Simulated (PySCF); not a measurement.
Al(Me)2(PH2) (C₂H₈AlP), SMILES [CH3][Al]([CH3])[PH2]. Heavy atoms are numbered as in [Al:1]([CH3:2])([CH3:6])[PH2:10]. Hydrogens are named by the atom that carries them.

Coordinates come from a PBE0-D3(BJ)/def2-SVP optimisation. The structure was generated by enumeration; whether it is a known compound was not checked. One conformer was computed; it need not be the lowest.

All values below come from CAM-B3LYP/def2-TZVP run with PySCF.

Atomic charges (e), one atom of each kind:

```
atom       Löwdin  Mulliken  meta-Löwdin
---------  ------  --------  -----------
Al1             …      0.53         0.79
C2 (CH3)        …     -0.57        -0.65
H on C2      0.14      0.13         0.12
P10 (PH2)    0.06     -0.26        -0.25
H on P10        …      0.05         0.01
```

Question: Some entries are withheld; supply them. (The exact figures need the calculation; the answer reports its results.)

Answer: 
- Al1, Löwdin: 0.07
- C2 (CH3), Löwdin: -0.50
- H on P10, Löwdin: 0.03
